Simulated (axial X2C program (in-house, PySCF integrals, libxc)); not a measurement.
**TcS⁺: from the spin-free to the two-component result**

Computed with an in-house all-electron X2C program for linear molecules (integrals from PySCF). Spin-free means the one-electron spin-free X2C Hamiltonian; two-component (2c) means X2C with spin–orbit coupling and atomic mean-field two-electron Coulomb and Gaunt terms, so the difference of the two also holds small scalar two-electron terms. Basis: Tc dyall-cv3z [12s12p8d5f3g], S dyall-av3z [9s8p3d2f] (cores contracted in-house); Gaussian nuclei, density fitting, unrestricted open shells. Masses: Tc 98.907 u, S 31.972 u.

Spin-free state: M_S = 2, Λ = 1 (beyond evenly filled blocks: σα, π+α, δ+α, δ-α); fragments Tc+ + S.

```tsv
level	Re (Å)	ωe (cm⁻¹)	De (eV)	μ (D)
PBE0	2.102	436.9	3.084	-2.78
M06	2.101	440.0	n/a	-2.81
```

Dipoles are positive if S is the positive end and refer to the centre of mass.

Two-component determinant lowest at the distance of the search:

Ω = 1 (⟨Sz⟩ = 2.00, ⟨Lz⟩ = -1.00 at PBE0); fragments Tc+ + S.

```tsv
level	Re (Å)	ωe (cm⁻¹)	De (eV)	μ (D)
PBE0	2.100	439.7	3.126	-2.77
M06	2.099	442.8	n/a	-2.80
```

Task: From the two tables, how do the constants change at the PBE0 level (2c against spin-free)?

Result: At the PBE0 level Re drops by 0.002 Å and ωe goes up by 2.8 cm⁻¹; De is not compared, since the atomic limits differ or miss part of their spin–orbit lowering.

One determinant describes the state; a PBE0 search over occupations chose it and may have missed a lower one. Dissociation energies refer to the lowest single-determinant-based atoms at the same level and basis. De is not given where an atomic determinant may have missed its ground term or J level, or where the truncated virtual space spoils (T). Density functionals use the spin component along the axis (collinear). In 2c an atomic determinant is not the ground J level, so De misses part of the atomic spin–orbit lowering. This holds for PBE0. Without a current term, density functionals place determinants with orbital angular momentum somewhat too high. With several unpaired electrons one determinant need not be a pure state. Open-shell Ω = 0 determinants with evenly filled partner blocks cannot be reached by this program, so the Ω shown need not be the lowest component. The determinant is spin-polarised beyond a pure state at some levels (its spin-free form has ⟨S²⟩ too high), which makes Re and μ there less reliable.
